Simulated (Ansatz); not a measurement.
Ansatz results at the PBE0-D4/def2-TZVP geometry: ideal-gas entropy at 298 K and 1 bar (rigid rotor, harmonic PBE0-D4/def2-TZVP) 314 J/(mol·K); HOMO–LUMO gap (PBE/def2-TZVPP) 3.43 eV; HOMO–LUMO gap (PBE0/def2-TZVPP) 5.28 eV.

Problem. Which molecule gave them?
A. `OB(O)[TeH]`
B. `OB(O)[Te][SiH3]`
C. `C[Te]C`
D. `C[SiH2][Te][SiH3]`

Solution. C. The others give `C[SiH2][Te][SiH3]`: 403, 4.07, 5.85; `OB(O)[Te][SiH3]`: 380, 4.20, 6.01; `OB(O)[TeH]`: 329, 3.95, 5.81.
